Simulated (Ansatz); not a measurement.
Two isomers of C2H6ClGaO: A = `C[O][Ga]([CH3])[Cl]`, B = `[CH3][Ga]([OH])[CH2]Cl`.

Program: Ansatz. Geometries: PBE0-D4/def2-TZVP. ΔE: electronic, gas phase. CCSD(T)/CBS is the MP2 limit (def2-TZVPP, def2-QZVPP) plus CCSD(T) − MP2 in def2-TZVPP, frozen cores. DFT in def2-TZVPP. B3LYP here is the variant with VWN-RPA as its local correlation; programs differ in this. For Ga outer-core shells are correlated without core-valence functions, which leaves a few kJ/mol of doubt a bond. Scalar relativity is left out up to krypton. Each species was taken in one conformer, which may not be the lowest.

A:

```xyz
11

C     1.475   -0.825   -0.944
O     1.477   -0.261    0.342
Ga    0.030    0.464    1.075
C    -1.720    0.581    0.225
Cl    0.440    1.206    3.038
H     2.205   -0.311   -1.578
H     1.761   -1.881   -0.888
H     0.499   -0.771   -1.447
H    -2.117   -0.421    0.048
H    -2.410    1.130    0.865
H    -1.640    1.090   -0.737
```

B:

```xyz
11

C    -1.881   -0.263    0.143
Ga    0.060   -0.413    0.024
O     0.706   -2.025   -0.421
C     1.382    1.052    0.239
Cl    1.311    1.874   -1.365
H    -2.190   -0.122    1.181
H    -2.231    0.598   -0.429
H    -2.354   -1.166   -0.243
H     1.660   -2.067   -0.507
H     2.411    0.732    0.388
H     1.127    1.800    0.988
```

(1) Which is lower in electronic energy at CCSD(T)/CBS, and by how much? (Best estimate.)

(2) Give E(B) − E(A) in kJ/mol with CCSD(T)/def2-TZVPP, PBE-D4, CCSD/def2-TZVPP, B3LYP, r2SCAN-D4, ωB97M-V, B3LYP-D4. (Best estimate.)

Largest T1 diagnostic: 0.013.

Results:

(1) Computed: A, by 100.6 kJ/mol.

(2) The calculation gave: CCSD(T)/def2-TZVPP 106.3, PBE-D4 100.2, CCSD/def2-TZVPP 109.4, B3LYP 111.1, r2SCAN-D4 109.7, ωB97M-V 105.7, B3LYP-D4 110.0. None reverses the order clearly.

From PBE to PBE0 (25 % exact exchange), in def2-TZVPP and without D4, E(B) − E(A) moves by +6.0 kJ/mol. In def2-TZVPP, CCSD(T) changes the Hartree–Fock value by −28.1 kJ/mol (the triples alone add −3.0 kJ/mol) and MP2 by −30.8 kJ/mol.
